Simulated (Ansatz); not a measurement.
Reaction (cleavage of the Al–B bond): `[BH2][AlH2]` + `C=C=N` → `C=C=[N][AlH2]` + BH₃

Program: Ansatz. Geometries: PBE0-D4/def2-TZVP. ΔE: electronic, gas phase. CCSD(T)/CBS is the MP2 limit (def2-TZVPP, def2-QZVPP) plus CCSD(T) − MP2 in def2-TZVPP, frozen cores. This one scheme is used for every species. DFT in def2-TZVPP. HSE06 is defined as in plane-wave codes. One conformer a species, not always the lowest.

```csv
level,ΔE (kJ/mol)
revPBE,-131.3
BLYP,-148.4
HSE06,-138.6
MP2/def2-SVP,-164.9
```

(1) What does CCSD(T)/CBS give? (Best estimate.)

Largest T1 diagnostic among the species: 0.015.

Results:

(1) Ansatz gave: -148.8 kJ/mol. The listed levels differ from it by 17.5, 0.4, 10.2, -16.1 kJ/mol.

From BLYP to BHLYP (50 % exact exchange), in def2-TZVPP and without D4, ΔE moves by −10.6 kJ/mol. Leaving LDA and LC-ωPBE aside and taking each functional with its dispersion term where it has one, the values, not all of them listed here, spread over 26.2 kJ/mol, from BHLYP-D4 to PBE-D4.
